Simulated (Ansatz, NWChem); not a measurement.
Heat of formation of CHClNSi (SMILES N#C[SiH]Cl) from total energies

CHClNSi has 5 atoms, charge 0, and is taken as a doublet. SMILES: `N#C[SiH]Cl`. The shape is that of a PBE0-D4/def2-TZVP optimisation.

```
atom    x (Å)    y (Å)    z (Å)
   N  -1.3702   0.1305  -1.8275
   C  -0.7561   0.0075  -0.8580
  Si   0.1054  -0.3101   0.7300
  Cl   2.0401  -0.8107   0.3470
   H   0.0307   0.9090   1.5671
```

Total energies at UCAM-B3LYP/DGauss-DZVP (NWChem 7.3.0); the atoms run unrestricted:

| species | state | energy (Eh) |
| --- | --- | --- |
| CHClNSi | doublet | -843.027939 |
| N | quartet | -54.573045 |
| C | triplet | -37.830389 |
| Si | triplet | -289.336687 |
| Cl | doublet | -460.106195 |
| H | doublet | -0.497111 |

Harmonic wavenumbers at UPBE0-D4/def2-TZVP, in cm⁻¹: 123, 264, 350, 550, 618, 640, 758, 2240, 2298.

Measured heats of formation of the gaseous atoms at 298.15 K, in kJ/mol: N 472.4, C 716.9, Si 450.0, Cl 121.3, H 218.0. Spin-orbit lowering of the atoms at 298 K (mean of the ground term's levels less their thermal mean, from spectra), in kJ/mol: C 0.02, Si 0.44, Cl 3.44. Take 1 Eh = 2625.50 kJ/mol, 1 cm⁻¹ = 0.0119627 kJ/mol, RT = 2.479 kJ/mol.

Problem. Work out the heat of formation of the gas at 298 K.

Solution. 
1. Electronic atomisation energy: (-54.573045) + (-37.830389) + (-289.336687) + (-460.106195) + (-0.497111) − (-843.027939) = 0.684512 Eh = 1797.2 kJ/mol.
2. Zero-point energy: half the sum of the wavenumbers, 3920.5 cm⁻¹ = 46.9 kJ/mol.
3. Thermal vibrational enthalpy, Σ hcν̃/(exp(hcν̃/kT) − 1): 5.5 kJ/mol. Translation, rotation and pV of a non-linear molecule: 4 RT = 9.9 kJ/mol.
4. The 5 free atoms carry 5/2 RT each: 31.0 kJ/mol.
5. Spin-orbit coupling lowers the free atoms by 0.02 + 0.44 + 3.44 = 3.9 kJ/mol.
6. Atomisation enthalpy at 298 K: 1797.2 − 3.9 − 46.9 − 5.5 − 9.9 + 31.0 = 1762.0 kJ/mol.
7. Sum of the atoms' heats of formation: 1978.6 kJ/mol. Heat of formation: 1978.6 − 1762.0 = +216.6 kJ/mol.

No measured value is set beside it here. Anharmonicity and any spin-orbit splitting of the molecule are left out.
